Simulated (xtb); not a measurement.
xtb input (GFN2-xTB):

```bash
xtb mol.xyz --gfn 2 --ohess tight --chrg 1 --uhf 0
```
mol.xyz:
```
5

C     -0.48957043     0.26506868    -0.21521532
S      1.09592686    -0.03383840     0.06138549
H     -0.81213730     1.08210128    -0.90803489
H     -1.30956658    -0.35901282     0.22190574
H      1.50561883    -1.08211638     0.85308055
```

Output:

```
           -------------------------------------------------
          |                Calculation Setup                |
           -------------------------------------------------

           -------------------------------------------------
          |                 G F N 2 - x T B                 |
           -------------------------------------------------

        Reference                      10.1021/acs.jctc.8b01176
      * Hamiltonian:
        H0-scaling (s, p, d)           1.850000    2.230000    2.230000
        zeta-weighting                 0.500000
      * Dispersion:
        s8                             2.700000
        a1                             0.520000
        a2                             5.000000
        s9                             5.000000
      * Repulsion:
        kExp                           1.500000    1.000000
        rExp                           1.000000
      * Coulomb:
        alpha                          2.000000
        third order                    shell-resolved
        anisotropic                    true
        a3                             3.000000
        a5                             4.000000
        cn-shift                       1.200000
        cn-exp                         4.000000
        max-rad                        5.000000

          ...................................................
          :                      SETUP                      :
          :.................................................:
          :  # basis functions                  17          :
          :  # atomic orbitals                  16          :
          :  # shells                            8          :
          :  # electrons                        12          :
          :  max. iterations                   250          :
          :  Hamiltonian                  GFN2-xTB          :
          :  restarted?                      false          :
          :  GBSA solvation                  false          :
          :  PC potential                    false          :
          :  electronic temp.          300.0000000     K    :
          :  accuracy                    1.0000000          :
          :  -> integral cutoff          0.2500000E+02      :
          :  -> integral neglect         0.1000000E-07      :
          :  -> SCF convergence          0.1000000E-05 Eh   :
          :  -> wf. convergence          0.1000000E-03 e    :
          :  Broyden damping             0.4000000          :
          :  net charge                          1          :
          :  unpaired electrons                  0          :
          ...................................................

 iter      E             dE          RMSdq      gap      omega  full diag
   1     -6.3975379 -0.639754E+01  0.605E+00    3.01       0.0  T
   2     -6.3989812 -0.144332E-02  0.447E+00    3.43       1.0  T
   3     -6.4260139 -0.270327E-01  0.223E+00    2.98       1.0  T
   4     -6.4277416 -0.172772E-02  0.949E-01    3.03       1.0  T
   5     -6.4287797 -0.103810E-02  0.657E-02    3.00       1.0  T
   6     -6.4287803 -0.554086E-06  0.347E-02    3.00       1.3  T
[...]
 q only:        3.358      -1.543      -1.237       1.384      -1.907      -2.120
  q+dip:        3.086      -1.665      -0.861       1.501      -2.850      -2.225
   full:        2.634      -1.853      -0.841       1.598      -2.067      -1.793

           -------------------------------------------------
          |                Geometry Summary                 |
           -------------------------------------------------

      molecular mass/u    :       47.0993456
   center of mass at/Å    :        0.6763475       0.0862073      -0.0619846
  moments of inertia/u·Å² :        0.3458912E+01   0.2927997E+02   0.3273888E+02
rotational constants/cm⁻¹ :        0.4873681E+01   0.5757393E+00   0.5149116E+00

 * 4 selected distances

     #   Z          #   Z                                           value/Å
     1   6 C        2  16 S                                       1.6164332 (max)
     1   6 C        3   1 H                                       1.0854609
     1   6 C        4   1 H                                       1.0830834 (min)
     2  16 S        5   1 H                                       1.3619532

 * 3 distinct bonds (by element types)

   Z      Z             #   av. dist./Å        max./Å        min./Å
   1 H    6 C           2     1.0842722     1.0854609     1.0830834
   1 H   16 S           1     1.3619532     1.3619532     1.3619532
   6 C   16 S           1     1.6164332     1.6164332     1.6164332

           -------------------------------------------------
          |               Frequency Printout                |
           -------------------------------------------------
 projected vibrational frequencies (cm⁻¹)
eigval :       -0.00    -0.00    -0.00     0.00     0.00     0.00
eigval :      782.92   801.06   928.07   995.71  1065.54  1339.76
eigval :     2232.04  3024.07  3062.33
 reduced masses (amu)
   1: 20.56   2:  9.11   3: 30.06   4: 19.44   5: 14.55   6: 11.59   7:  1.86   8:  2.02
   9:  3.53  10:  4.71  11: 15.13  12:  3.11  13:  1.98  14:  1.50  15:  2.16
 IR intensities (km·mol⁻¹)
   1: 24.65   2: 26.51   3:  9.52   4: 23.77   5:  5.11   6:  4.73   7:  1.67   8:  4.07
   9: 48.27  10: 15.11  11:  3.07  12: 11.71  13: 45.84  14: 75.91  15: 55.51
 Raman intensities (Ä⁴*amu⁻¹)
   1:  0.00   2:  0.00   3:  0.00   4:  0.00   5:  0.00   6:  0.00   7:  0.00   8:  0.00
   9:  0.00  10:  0.00  11:  0.00  12:  0.00  13:  0.00  14:  0.00  15:  0.00
 output can be read by thermo (or use thermo option).
 writing <g98.out> molden fake output.
 recommended (thermochemical) frequency scaling factor: 1.0
           -------------------------------------------------
          |             Thermodynamic Functions             |
           -------------------------------------------------

cs  symmetry found (for desy threshold:  0.10E+00) used in thermo

          ...................................................
          :                      SETUP                      :
          :.................................................:
          :  # frequencies                           9      :
Note: The following floating-point exceptions are signalling: IEEE_DENORMAL
normal termination of xtb
          :  # imaginary freq.                       0      :
          :  linear?                             false      :
          :  only rotor calc.                    false      :
          :  symmetry                               cs      :
          :  rotational number                       1      :
          :  scaling factor                  1.0000000      :
          :  rotor cutoff                   50.0000000 cm⁻¹ :
          :  imag. cutoff                  -20.0000000 cm⁻¹ :
          :.................................................:

    mode    ω/cm⁻¹     T·S(HO)/kcal·mol⁻¹    T·S(FR)/kcal·mol⁻¹   T·S(vib)
   ------------------------------------------------------------------------
   ------------------------------------------------------------------------

   temp. (K)  partition function   enthalpy   heat capacity  entropy
                                   cal/mol     cal/K/mol   cal/K/mol   J/K/mol
 298.15  VIB   1.07                  179.390      2.619      0.744
         ROT  0.440E+04              888.752      2.981     19.652
         INT  0.472E+04             1068.143      5.600     20.396
         TR   0.313E+27             1481.254      4.968     37.457
         TOT                        2549.3965    10.5679    57.8525   242.0547

       T/K    H(0)-H(T)+PV         H(T)/Eh          T*S/Eh         G(T)/Eh
   ------------------------------------------------------------------------
    298.15    0.406272E-02    0.364844E-01    0.274876E-01    0.899687E-02
   ------------------------------------------------------------------------

         :::::::::::::::::::::::::::::::::::::::::::::::::::::
         ::                  THERMODYNAMIC                  ::
         :::::::::::::::::::::::::::::::::::::::::::::::::::::
         :: total free energy          -6.376652439604 Eh   ::
         ::.................................................::
         :: total energy               -6.385649314237 Eh   ::
         :: zero point energy           0.032421722902 Eh   ::
         :: G(RRHO) w/o ZPVE           -0.023424848269 Eh   ::
         :: G(RRHO) contrib.            0.008996874633 Eh   ::
         :::::::::::::::::::::::::::::::::::::::::::::::::::::

optimized geometry written to: xtbopt.xyz

           -------------------------------------------------
          | TOTAL ENERGY               -6.385649314237 Eh   |
          | TOTAL ENTHALPY             -6.349164869415 Eh   |
          | TOTAL FREE ENERGY          -6.376652439604 Eh   |
          | GRADIENT NORM               0.000080330940 Eh/α |
          | HOMO-LUMO GAP               3.437118737639 eV   |
           -------------------------------------------------

------------------------------------------------------------------------
------------------------------------------------------------------------
 total:
 SCF:
 ANC optimizer:
 analytical hessian:
```

It need not be the lowest isomer of its formula.
